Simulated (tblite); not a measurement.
Species: C₉H₁₃F.
Atom-mapped SMILES: `[CH3:1][C:2]1=[CH:3][C@@H:4]2[CH2:5][C@@:6]([CH3:7])([CH2:8][F:9])[C@H:10]12` (hydrogens: H11, H12, H13 on C1; H14 on C3; H15 on C4; H16, H17 on C5; H18, H19, H20 on C7; H21, H22 on C8; H23 on C10)

Computed with GFN2-xTB (tblite), gas phase: L-BFGS steps from a force-field or distance-geometry start until the largest atomic force falls under 0.01 eV/Å.

Step 21: E = -832.1210 eV
```
atom  x, y, z in Å  |  force x, y, z in eV/Å
C1      2.2032   -0.6247   -1.5939   -0.023   0.014  -0.001
C2      1.5414    0.1569   -0.5242   -0.052   0.065   0.020
C3      1.9165    0.6895    0.6422   -0.032  -0.008   0.004
C4      0.5874    1.3374    0.9022   -0.028   0.080  -0.058
C5     -0.4141    0.4010    1.6167    0.054   0.098   0.086
C6     -0.9470   -0.0827    0.2564    0.023   0.011   0.004
C7     -0.9427   -1.5809    0.0136    0.017  -0.014  -0.030
C8     -2.3346    0.4977   -0.0118    0.092  -0.023   0.014
F9     -2.7832    0.1544   -1.2658    0.015   0.041   0.035
C10     0.1529    0.7476   -0.4665   -0.066   0.093  -0.042
H11     1.5044   -1.3024   -2.0747   -0.046  -0.091   0.038
H12     2.5665    0.0601   -2.3585    0.053   0.046  -0.082
H13     3.0518   -1.1787   -1.2045    0.031  -0.057   0.029
H14     2.8026    0.6454    1.2478    0.039  -0.041  -0.018
H15     0.5484    2.4015    1.1289   -0.011  -0.129   0.029
H16     0.0721   -0.3796    2.1987   -0.011   0.019   0.013
H17    -1.1426    0.9072    2.2432   -0.078   0.036   0.003
H18    -0.9049   -1.7724   -1.0543   -0.045  -0.081  -0.057
H19    -0.0797   -2.0378    0.4875    0.066  -0.042  -0.044
H20    -1.8462   -2.0356    0.4144    0.020  -0.029   0.030
H21    -2.3160    1.5936    0.0286   -0.061  -0.069   0.019
H22    -3.0618    0.0972    0.7072    0.014   0.066  -0.084
H23    -0.1791    1.3322   -1.3231    0.029   0.014   0.089
```

Step 22: E = -832.1249 eV
```
atom  x, y, z in Å  |  force x, y, z in eV/Å
C1      2.1978   -0.6294   -1.5902   -0.004  -0.005  -0.028
C2      1.5388    0.1517   -0.5191   -0.015   0.103  -0.001
C3      1.9169    0.6908    0.6434   -0.059  -0.056   0.046
C4      0.5885    1.3418    0.9021   -0.035   0.040  -0.052
C5     -0.4155    0.4063    1.6185    0.060   0.081   0.047
C6     -0.9449   -0.0782    0.2556   -0.012   0.004   0.033
C7     -0.9351   -1.5763    0.0101    0.009  -0.024  -0.019
C8     -2.3333    0.4963   -0.0121    0.024  -0.013  -0.002
F9     -2.7800    0.1596   -1.2680    0.029   0.037  -0.014
C10     0.1545    0.7509   -0.4659   -0.060   0.071  -0.010
H11     1.5009   -1.3104   -2.0689   -0.068  -0.082   0.039
H12     2.5546    0.0571   -2.3570    0.055   0.034  -0.071
H13     3.0492   -1.1844   -1.2079    0.034  -0.034   0.043
H14     2.7977    0.6345    1.2556    0.051  -0.020  -0.026
H15     0.5503    2.4063    1.1223   -0.013  -0.107   0.056
H16     0.0686   -0.3796    2.1961   -0.003   0.052   0.022
H17    -1.1461    0.9097    2.2477   -0.034   0.021  -0.042
H18    -0.9152   -1.7659   -1.0594   -0.029  -0.074  -0.027
H19    -0.0610   -2.0267    0.4711    0.051  -0.041  -0.066
H20    -1.8287   -2.0392    0.4247    0.028  -0.015   0.031
H21    -2.3275    1.5915    0.0372   -0.028  -0.054   0.016
H22    -3.0631    0.0860    0.6973    0.014   0.050  -0.029
H23    -0.1723    1.3345   -1.3232    0.005   0.034   0.055
```

Step 23: E = -832.1277 eV
```
atom  x, y, z in Å  |  force x, y, z in eV/Å
C1      2.1942   -0.6325   -1.5883    0.009  -0.015  -0.040
C2      1.5367    0.1500   -0.5161    0.021   0.096  -0.035
C3      1.9164    0.6911    0.6450   -0.059  -0.081   0.056
C4      0.5888    1.3453    0.9014   -0.025  -0.015  -0.014
C5     -0.4156    0.4114    1.6205    0.027   0.034  -0.004
C6     -0.9433   -0.0752    0.2558   -0.026  -0.008   0.037
C7     -0.9296   -1.5738    0.0074    0.007  -0.023  -0.005
C8     -2.3318    0.4952   -0.0122   -0.032  -0.005  -0.015
F9     -2.7773    0.1639   -1.2696    0.041   0.028  -0.053
C10     0.1547    0.7543   -0.4654   -0.028   0.028   0.018
H11     1.4975   -1.3173   -2.0640   -0.059  -0.049   0.046
H12     2.5478    0.0554   -2.3574    0.039  -0.003  -0.041
H13     3.0479   -1.1888   -1.2097    0.011   0.003   0.042
H14     2.7951    0.6265    1.2601    0.040  -0.005  -0.035
H15     0.5513    2.4080    1.1195   -0.012  -0.040   0.075
H16     0.0662   -0.3785    2.1950    0.008   0.075   0.035
H17    -1.1494    0.9119    2.2502    0.002   0.015  -0.069
H18    -0.9229   -1.7635   -1.0634   -0.018  -0.056   0.006
H19    -0.0476   -2.0202    0.4587    0.032  -0.035  -0.081
H20    -1.8162   -2.0421    0.4321    0.038  -0.005   0.030
H21    -2.3361    1.5892    0.0433    0.004  -0.021   0.014
H22    -3.0639    0.0798    0.6898    0.002   0.021   0.022
H23    -0.1677    1.3370   -1.3226   -0.025   0.061   0.012
```

Step 24: E = -832.1301 eV
```
atom  x, y, z in Å  |  force x, y, z in eV/Å
C1      2.1917   -0.6348   -1.5877    0.015  -0.013  -0.034
C2      1.5354    0.1507   -0.5149    0.039   0.063  -0.061
C3      1.9150    0.6898    0.6472   -0.038  -0.082   0.040
C4      0.5885    1.3476    0.9006   -0.006  -0.056   0.032
C5     -0.4151    0.4158    1.6221   -0.020  -0.021  -0.045
C6     -0.9424   -0.0734    0.2566   -0.020  -0.018   0.017
C7     -0.9254   -1.5725    0.0052    0.008  -0.019   0.007
C8     -2.3310    0.4941   -0.0125   -0.061  -0.002  -0.021
F9     -2.7745    0.1676   -1.2717    0.048   0.019  -0.072
C10     0.1542    0.7575   -0.4648    0.009  -0.009   0.027
H11     1.4939   -1.3233   -2.0594   -0.034  -0.006   0.053
H12     2.5438    0.0541   -2.3587    0.019  -0.048  -0.012
H13     3.0470   -1.1919   -1.2099   -0.020   0.037   0.032
H14     2.7941    0.6206    1.2623    0.018   0.005  -0.041
H15     0.5518    2.4082    1.1190   -0.006   0.026   0.084
H16     0.0646   -0.3762    2.1950    0.019   0.083   0.048
H17    -1.1520    0.9140    2.2506    0.021   0.019  -0.076
H18    -0.9290   -1.7632   -1.0662   -0.013  -0.035   0.032
H19    -0.0372   -2.0165    0.4480    0.016  -0.025  -0.087
H20    -1.8064   -2.0444    0.4380    0.043  -0.001   0.030
H21    -2.3423    1.5869    0.0481    0.029   0.012   0.011
H22    -3.0644    0.0760    0.6846   -0.014  -0.008   0.054
H23    -0.1650    1.3401   -1.3216   -0.051   0.079  -0.019
```

**Question.** Estimate the geometry and energy of step 25. (The exact step hangs on the optimiser's Hessian estimate; all steps are aligned on step 24, rigid shifts and turns removed.)

**Answer.** E = -832.1331 eV, largest force 0.131 eV/Å
```
atom  x, y, z in Å  |  force x, y, z in eV/Å
C1      2.1887   -0.6379   -1.5874    0.012  -0.001  -0.012
C2      1.5345    0.1528   -0.5147    0.039   0.013  -0.074
C3      1.9125    0.6863    0.6507    0.000  -0.063   0.005
C4      0.5880    1.3497    0.9005    0.017  -0.079   0.074
C5     -0.4151    0.4207    1.6233   -0.071  -0.078  -0.078
C6     -0.9419   -0.0715    0.2576   -0.004  -0.025  -0.024
C7     -0.9202   -1.5711    0.0027    0.008  -0.014   0.015
C8     -2.3310    0.4927   -0.0134   -0.071   0.001  -0.021
F9     -2.7699    0.1725   -1.2756    0.050   0.011  -0.072
C10     0.1535    0.7615   -0.4642    0.045  -0.035   0.019
H11     1.4888   -1.3309   -2.0526    0.000   0.044   0.058
H12     2.5394    0.0516   -2.3606   -0.003  -0.098   0.009
H13     3.0456   -1.1950   -1.2095   -0.050   0.069   0.019
H14     2.7932    0.6135    1.2643   -0.011   0.012  -0.043
H15     0.5521    2.4086    1.1199    0.005   0.076   0.089
H16     0.0631   -0.3716    2.1960    0.029   0.076   0.064
H17    -1.1549    0.9170    2.2495    0.027   0.030  -0.071
H18    -0.9366   -1.7634   -1.0690   -0.011  -0.008   0.054
H19    -0.0241   -2.0125    0.4333    0.000  -0.011  -0.084
H20    -1.7938   -2.0471    0.4460    0.044  -0.003   0.033
H21    -2.3490    1.5844    0.0540    0.050   0.039   0.005
H22    -3.0653    0.0711    0.6795   -0.031  -0.038   0.066
H23    -0.1626    1.3456   -1.3202   -0.073   0.083  -0.033
```

The energy changes by -0.0030 eV. The first-order estimate −F·Δx gives -0.0040 eV and the mean of the old and new forces, exact on a quadratic surface, -0.0030 eV. The step makes an angle of 71° with the force vector and moves no atom by more than 0.020 Å.

The cost below is that of the whole relaxation. Time: 1.0 s. Hardware: Arm Neoverse N1, one thread, no GPU, shared host.
